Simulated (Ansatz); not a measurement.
Cost and result up the ladder for GeMe2 (C₂H₆Ge) (9 atoms). Charge 0, multiplicity 1. Geometry: B3LYP-D4/def2-TZVP.

```xyz
9

C    -0.351   -1.389    0.402
C     0.285    1.404   -0.402
Ge   -1.356    0.300   -0.029
H     0.296   -1.212    1.268
H     0.303   -1.659   -0.434
H    -1.013   -2.226    0.622
H     0.822    0.969   -1.252
H     0.965    1.371    0.456
H     0.049    2.443   -0.631
```

Ansatz on 2 threads of Arm Neoverse V2 on a shared host. Times are rough, and most runs start from the orbitals of an earlier one. r2SCAN0-D4/def2-TZVP serves as the yardstick here, not as an exact answer. Differences are given only for rows in sets of like size (and for xTB, whose basis is part of the method), since another set adds its own error. Binding counts from free atoms at the same level (C triplet, Ge triplet, H doublet; other spins of the atoms weren't run), without zero-point energy or a counterpoise term.

LC-ωPBE has ω = 0.4 bohr⁻¹. Correlated methods freeze 11 core orbitals; core or outer-core shells of Ge are correlated, in sets that lack core-valence functions.

Correlated methods converge slowly with the basis.

```tsv
level	functions	wall time
PBE-D4/def2-SVP	90	1.1 s
PBE0-D4/def2-SVP	90	1.4 s
BLYP-D4/def2-TZVP	146	1.7 s
PBE-D4/def2-TZVP (with forces)	146	2.1 s
LC-ωPBE/def2-TZVP	146	2.3 s
PBE0-D4/def2-TZVP	146	2.5 s
r2SCAN-D4/def2-TZVP	146	3.9 s
r2SCAN0-D4/def2-TZVP	146	4.2 s
CCSD(T)/def2-TZVP	146	27 s
```

Question: Estimate what each level gives for the binding energy per atom (eV).

Answer: 
| level | binding energy per atom (eV) | difference from r2SCAN0-D4/def2-TZVP (eV) | remarks |
| --- | --- | --- | --- |
| PBE-D4/def2-SVP | 3.65 | – | – |
| PBE0-D4/def2-SVP | 3.61 | – | – |
| BLYP-D4/def2-TZVP | 3.59 | 0.02 | – |
| PBE-D4/def2-TZVP (with forces) | 3.64 | 0.08 | – |
| LC-ωPBE/def2-TZVP | 3.57 | 0.00 | – |
| PBE0-D4/def2-TZVP | 3.60 | 0.04 | – |
| r2SCAN-D4/def2-TZVP | 3.60 | 0.03 | – |
| r2SCAN0-D4/def2-TZVP | 3.56 | 0.00 | – |
| CCSD(T)/def2-TZVP | 3.48 | -0.08 | restricted SCF unstable |
